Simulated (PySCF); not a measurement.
# Steps of a relaxation of LaOCl

LaOCl (singlet). PySCF 2.14.0, RKS PBE0, La def2-SVP with ECP46, O def2-SVP, Cl def2-SVP; non-relativistic Hamiltonian with scalar-relativistic core potentials where named; density fitting; no spin-orbit coupling. Origin of the start: template. Columns: position (Å) and force (eV/Å). Energies are counted from the last step; some of the 8 steps are shown. Forces carry noise of the integration grid, about 0.01 to 0.03 eV/Å.

Run from Python with OMP_NUM_THREADS=2. Where DIIS fails, smearing, a level shift and second-order steps follow.
It took 86 s on 2 threads of Intel(R) Xeon(R) Processor @ 2.50GHz (Skylake/Cascade Lake), with other jobs on the host, from the converged density of the start.

```xyz
3
step 0  E = 0.151 eV
La    0.3109    0.0000   -0.2695    -1.53    0.00   -1.14
O     2.0400    0.0000    0.5043     1.29    0.00    0.97
Cl   -2.1679    0.0000    0.8398     0.24    0.00    0.17
```

```xyz
3
step 2  E = 0.034 eV
La    0.2894    0.0000   -0.4021     0.46    0.00    0.31
O     1.9721    0.0000    0.5932    -0.73    0.00   -0.28
Cl   -2.0786    0.0000    0.8836     0.27    0.00   -0.04
```

```xyz
3
step 5  E = 0.000 eV
La    0.2910    0.0000   -0.4730     0.05    0.00   -0.01
O     1.8680    0.0000    0.6413    -0.03    0.00   -0.01
Cl   -1.9760    0.0000    0.9063    -0.03    0.00    0.03
```

Task: Where does the relaxation end?

Result: It converges at step 7 in Cs:
```xyz
3
step 7  E = 0
La    0.2927    0.0000   -0.4754
O     1.8661    0.0000    0.6423
Cl   -1.9758    0.0000    0.9077
```

Task: How did the contacts change?

Result: 
| contact | start (Å) | end (Å) |
| --- | --- | --- |
| La1–O2 (O) | 1.894 | 1.930 |
| La1–Cl3 (Cl) | 2.716 | 2.657 |
